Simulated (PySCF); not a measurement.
Start geometry of `Br[SiH2]C1CC1` from GFN2-xTB (Å):
```
atom  x, y, z in Å
Br1    1.896    0.857    1.778
Si2    1.675   -0.034   -0.244
C3    -0.165   -0.286   -0.596
C4    -1.078   -0.635    0.508
C5    -1.174    0.706   -0.129
H6     2.410   -1.280   -0.163
H7     2.292    0.932   -1.154
H8    -0.335   -0.735   -1.555
H9    -0.746   -0.703    1.544
H10   -1.897   -1.350    0.297
H11   -0.851    1.556    0.476
H12   -1.989    0.943   -0.772
```

Question: What comes out of this run: PBE0-D3(BJ)/def2-SVP geometry optimisation, gas phase (PySCF)?

Answer: 
```
atom  x, y, z in Å
Br1    1.6601    1.8277    2.1809
Si2    1.5003    0.8959    0.1507
C3    -0.2934    0.5859   -0.2192
C4    -1.2677    0.1646    0.8540
C5    -1.3795    1.5232    0.2494
H6     2.2942   -0.3659    0.1825
H7     2.1172    1.8439   -0.8213
H8    -0.4532    0.1335   -1.2062
H9    -0.9020    0.0940    1.8831
H10   -2.0128   -0.5895    0.5874
H11   -1.0892    2.3796    0.8661
H12   -2.2030    1.7232   -0.4409
```

The energy falls by 0.123 eV over 5 energy and gradient evaluations, the largest force component goes from 0.0348 to 1.9e-04 Eh/bohr, and the atoms move by 0.040 Å rms after alignment. The bond that changes most is Si2–H6 (SiH2 silicon to Si–H hydrogen), which lengthens by 0.042 Å. Bonds longer at the end by more than 0.005 Å: 7 of 12; shorter: 2. Among the angles that change most is C3–C4–H9, from 122.5° to 118.1°. Rotational constants go from 4641, 1453, 1228 to 4570, 1439, 1214 MHz. The orientation of the end geometry is arbitrary; only internal coordinates are fixed.

The run used 127 basis functions and 29 SCF cycles in all. Time: 35 s wall; peak memory 0.53 GiB. Hardware: one thread of an Arm Neoverse V1, shared host with 32 logical CPUs at a one-minute load of 13.

No frequency check. One conformer, not necessarily the lowest.
